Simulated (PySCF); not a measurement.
**Polarisability as a sum over states**

C6H7N2P.
SMILES with atom numbers: `[CH:1]#[C:2][c:3]1[p:4][cH:5][n:6][n:7]1[CH2:8][CH3:9]` (hydrogens: H10 on C1; H11 on C5; H12, H13 on C8; H14, H15, H16 on C9)

Cartesian coordinates in Å at the GFN2-xTB level; atoms count from 1:
```xyz
16
C6H7N2P angstrom
C      2.2684   -0.7782   -1.5266
C      1.6989   -0.0844   -0.7258
C      1.0598    0.7465    0.2013
P      1.4973    2.3784    0.6336
C      0.1306    2.3030    1.7347
N     -0.5390    1.1804    1.7454
N     -0.0208    0.3189    0.8985
C     -0.6506   -0.9666    0.7302
C     -1.5654   -0.9776   -0.4919
H      2.7693   -1.3792   -2.2249
H     -0.1845    3.0952    2.3903
H      0.1279   -1.7276    0.6254
H     -1.2282   -1.1546    1.6378
H     -2.3331   -0.2143   -0.3925
H     -0.9915   -0.7839   -1.3954
H     -2.0467   -1.9470   -0.5840
```

Theory: TDDFT wB97X-D/def2-SVPD, vertical, gas phase, core orbitals frozen in the response in PySCF 2.14.0, density-fitted response routines.

Excitation energies and transition dipoles (atomic units, axes of the coordinates) of those of the lowest 8 singlets that add 0.02 au or more to the mean polarisability:

| state | ΔE (hartree) | μx | μy | μz |
| --- | --- | --- | --- | --- |
| S1 | 0.1788 | -0.148 | 1.162 | 0.728 |
| S2 | 0.1921 | 0.074 | -0.105 | 0.126 |
| S3 | 0.1989 | 0.602 | 0.287 | -0.165 |
| S4 | 0.2036 | -0.019 | -0.165 | 0.200 |
| S6 | 0.2316 | 0.075 | 0.036 | -0.119 |
| S7 | 0.2321 | -0.747 | -0.147 | 0.528 |

Task: What does each state add to αxx, αyy and αzz, and how do the sums compare with the full static tensor?

Result: Each state adds 2 μα² / ΔE.

| state | αxx (au) | αyy (au) | αzz (au) |
| --- | --- | --- | --- |
| S1 | 0.25 | 15.12 | 5.93 |
| S2 | 0.06 | 0.12 | 0.16 |
| S3 | 3.64 | 0.83 | 0.27 |
| S4 | 0.00 | 0.27 | 0.39 |
| S6 | 0.05 | 0.01 | 0.12 |
| S7 | 4.81 | 0.19 | 2.40 |
| all 8 states | 8.8 | 16.5 | 9.3 |
| full response | 103.5 | 121.4 | 101.2 |
| share (%) | 9 | 14 | 9 |

The rest comes from the higher roots of the same response equations.

Task: Give the full tensor and its principal values.

Result: In au, rows and columns x, y, z:
```
x   103.5   4.2 -20.1
y     4.2 121.4  26.1
z   -20.1  26.1 101.2
```
Principal values 71.7, 113.1 and 141.3 au; mean 108.7 au (16.11 Å³).

Task: By how much does the contribution of these states grow at 589.3 nm?

Result: With ω = 0.0773 hartree each state's term in the mean polarisability goes from f / ΔE² to f / (ΔE² − ω²), f = (2/3) ΔE |μ|²; the sum over all 8 states goes from 11.55 to 13.84 au, a rise of 2.29 au.

A one-level model with all 46 active electrons at a single energy would need ΔE = √(N/α) = 17.7 eV to give this α, against S1 at 4.86 eV.

One conformer stands for the species.
